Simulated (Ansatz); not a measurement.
The same path of C3H7AlOSi (13 atoms, charge 0, multiplicity 1) was run twice with different band settings. The coordinate that changes most is the dihedral H7–C1–C2–Al3.

The calculation used RKS B3LYP-D4/6-31G in Ansatz 0.2.0.

Relaxed end points:

```xyz
13
Properties=species:S:1:pos:R:3
C -2.031 -1.120 1.024
C -1.696 0.133 0.647
Al 0.048 0.547 -0.142
Si 1.806 -1.126 -0.514
C 0.536 2.452 -0.678
O 1.696 2.699 -1.070
H -1.350 -1.963 0.909
H -2.998 -1.367 1.464
H -2.442 0.918 0.800
H 3.009 -0.854 0.351
H 2.278 -1.122 -1.944
H 1.353 -2.530 -0.203
H -0.190 3.297 -0.630
```

```xyz
13
Properties=species:S:1:pos:R:3
C -2.089 -1.147 0.863
C -1.728 0.118 0.557
Al 0.063 0.553 -0.104
Si 1.831 -1.114 -0.448
C 0.581 2.474 -0.549
O 1.737 2.717 -0.957
H -3.082 -1.406 1.233
H -1.405 -1.988 0.757
H -2.480 0.900 0.694
H 3.040 -0.815 0.400
H 2.291 -1.140 -1.882
H 1.389 -2.515 -0.104
H -0.126 3.330 -0.445
```

Common settings: climbing image yes; spring 5.0 eV/Å²; optimiser quadratic models (default); start path IDPP; force threshold 0.03 eV/Å; end points relaxed.

| run | movable images | iteration limit |
| --- | --- | --- |
| 1 | 5 | 38 |
| 2 | 2 | 60 |

Problem. What does each run give, and how far can it be trusted?

Solution. Run 1: converged after 26 iterations, highest image 2.646 eV above the first end. Neighbouring images differ by up to 2.0 eV, so the band resolves the path poorly. A vibrational analysis at the climbing image gives one clearly imaginary mode, 1793i cm⁻¹, and a faint second one (29i cm⁻¹) that may be numerical noise or a soft torsion: probably a first-order saddle point.
Run 2: converged after 33 iterations, highest image 2.646 eV above the first end. The dihedral H7–C1–C2–Al3 jumps by 93° between images 2 and 3, so the path isn't resolved there. Neighbouring images differ by up to 2.6 eV, so the band resolves the path poorly. Another band between the same ends (5 images) ends at a top of the same energy, where a vibrational analysis finds 1 clearly imaginary mode. So few images can step over the top or miss a turn of the path.
Limits of this set-up: no polarisation functions.
